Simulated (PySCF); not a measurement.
GaF, SMILES [F][Ga] (connectivity only; charge and spin as stated), neutral, multiplicity 1. Geometry optimised at B3LYP-D3(BJ)/def2-TZVPD.

TDA-B3LYP/def2-TZVPD in PySCF puts the lowest singlet excitations at 5.88, 5.88, 7.12, 7.19, 7.19, 7.33 eV.

Task: What are the lowest excitation roots from ADC(3)/aug-cc-pVDZ in PySCF? (The exact figures need the calculation; the answer reports its results.)

Result: 5.77, 5.77, 7.33, 7.87, 8.57, 8.57 eV. S1 differs by -0.11 eV (second minus first; roots are paired by order, and the bases may differ).
